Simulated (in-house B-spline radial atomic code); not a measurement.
**RPA and G0W0 on SCAN: Al VII (Al6+)**

Configuration [He] 2s2 2p3, highest spin, mean-field start SCAN. Computed with a B-spline radial code for spherical atoms: all electrons, scalar-relativistic (spin-free one-electron X2C), finite nucleus, each spin shell either full or empty, empty states to l = 9 with an (l + 1/2)⁻⁴ tail; G0W0 by contour deformation at full frequency.

Command:
```bash
python run_gw.py task.json out
```
Settings (radii: box in bohr, nucleus in fm):
```
Z                        13
electrons                7
configuration            [He] 2s2 2p3
hamiltonian              x2c
method                   scan,scan
lmax                     9
rms_radius               3.061
spin_polarised           True
box_radius               9.29
intervals                68
```

Run time, properties included: 1.1 s on 1 thread of AMD EPYC 7R43 64-Core Processor, on a shared host.

Energies (hartree):

| term | value |
| --- | --- |
| mean-field total | -223.77251 |
| Hartree-Fock functional on these orbitals | -223.55459 |
| direct second order | -0.42298 |
| second-order exchange | 0.20475 |
| SOSEX correction | 0.18456 |

**Question.** What is the RPA correlation energy, and what remains with SOSEX?

**Answer.** RPA gives -0.38016 hartree (-1.48 eV per electron); RPA + SOSEX gives -0.19561, and the second-order doubles -0.21823 hartree (no singles). SOSEX takes back 49 % of the RPA value.

Quasi-particle levels (eV):

```json
{"level": "2p up", "occupied": "yes", "mean field": "-224.24", "Σx - vxc": "-19.29", "Σc": "?", "QP weight": "?", "G0W0": "?"}
{"level": "2s down", "occupied": "yes", "mean field": "-243.97", "Σx - vxc": "-12.97", "Σc": "-2.97", "QP weight": "0.972", "G0W0": "-259.91"}
{"level": "1s down", "occupied": "yes", "mean field": "-1696.72", "Σx - vxc": "-72.82", "Σc": "16.40", "QP weight": "0.917", "G0W0": "-1753.13"}
{"level": "2p down", "occupied": "no", "mean field": "-206.01", "Σx - vxc": "19.85", "Σc": "-4.12", "QP weight": "0.978", "G0W0": "-190.28"}
```

G0W0 = mean field + (Σx - vxc) + Σc, with Σc (partial-wave tail included) taken at the quasi-particle energy. Levels of low weight are left out.

**Question.** Where does G0W0 put 2p up?

**Answer.** At -241.82 eV, with Σc = 1.72 eV and a quasi-particle weight of 0.970. The tabulated removal energy is 241.76 ± 0.09 eV (NIST, semi-empirical); the calculation leaves out spin-orbit coupling, Breit and QED terms, and what these don't explain is the method's own error.
